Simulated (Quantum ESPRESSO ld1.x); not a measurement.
Results of a calculation; reference values are marked as such.
Te I, 52 electrons, occupied as [Kr] 4d9.5 5s1.5 5p5 (fractional occupations, a model configuration). Level of theory: non-relativistic Kohn-Sham, LDA (Slater exchange, Perdew-Zunger correlation), spin-unpolarised, spherical densities, point nucleus; relativity is left out, which matters for an element this heavy (ld1.x of Quantum ESPRESSO 7.5). Some entries of the table are withheld. Estimate them.

orbital,occ.,eigenvalue (hartree),<r^2> (bohr^2),<1/r> (bohr^-1)
1s,2,-1116.02,0.001145,51.43
2s,2,-167.217,0.01867,(1)
2p,6,(2),(3),11.80
3s,2,-33.3237,0.1290,4.280
3p,6,-29.0472,0.1236,4.208
3d,10,-21.0763,0.1044,4.076
4s,2,-5.72924,0.7103,1.742
4p,6,-4.25209,0.7868,1.640
4d,9.5,-1.74634,1.067,1.391
5s,1.5,-0.56374,(4),(5)
5p,5,-0.25463,(6),0.5015

Answer. 
(1) 2s <1/r> (bohr^-1): 11.79
(2) 2p eigenvalue (hartree): -157.004
(3) 2p <r^2> (bohr^2): 0.01402
(4) 5s <r^2> (bohr^2): 5.058
(5) 5s <1/r> (bohr^-1): 0.6154
(6) 5p <r^2> (bohr^2): 7.683
